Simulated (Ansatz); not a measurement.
The cluster Ag₄O⁻. The state is a doublet with charge -1. Geometry PBE-D4/def2-SVPD; atoms count from 1.

```xyz
5

O    -1.2149   -0.5599   -0.9218
Ag    0.1401    1.2155   -1.1601
Ag    1.3963    0.7342    1.4354
Ag    0.8545   -1.3483   -0.5456
Ag   -1.1760   -0.0414    1.1921
```

In the def2 sets Ag takes a core potential; there is no spin–orbit coupling. The highest occupied level of the charge -1 doublet lies above zero (up to 0.09 eV). The electron is either unbound and held by the finite basis, or the level is raised by self-interaction error. Another isomer (doublet) lies 0.70 eV lower at PBE0-D4/def2-TZVPD; other spin states weren't run for this one.

Question: Estimate the Mulliken populations from the PBE0/def2-TZVPD orbitals of Ansatz.

Answer: 
```csv
atom,charge (e),spin (α − β),d electrons
O1,-1.05,0.16,–
Ag2,0.07,0.25,9.89
Ag3,-0.16,0.10,9.92
Ag4,0.07,0.25,9.89
Ag5,0.06,0.24,9.86
```
Mulliken values depend strongly on the basis. With diffuse functions, as here, like atoms can get unlike values, and bond orders can come out too low or too high.

Question: Where does the spin sit?

Answer: Summed by element: O 0.16, Ag 0.84, of 1 unpaired in all. Largest on single atoms: Ag4 0.25, Ag2 0.25, Ag5 0.24.

Question: And the Mayer bond orders between heavy atoms (over 0.3)?

Answer: Ag2–Ag3 0.43 (2.92 Å); Ag2–Ag4 0.43 (2.73 Å); Ag2–Ag5 0.34 (2.97 Å); Ag3–Ag4 0.43 (2.92 Å); Ag3–Ag5 0.62 (2.70 Å); Ag4–Ag5 0.34 (2.97 Å).
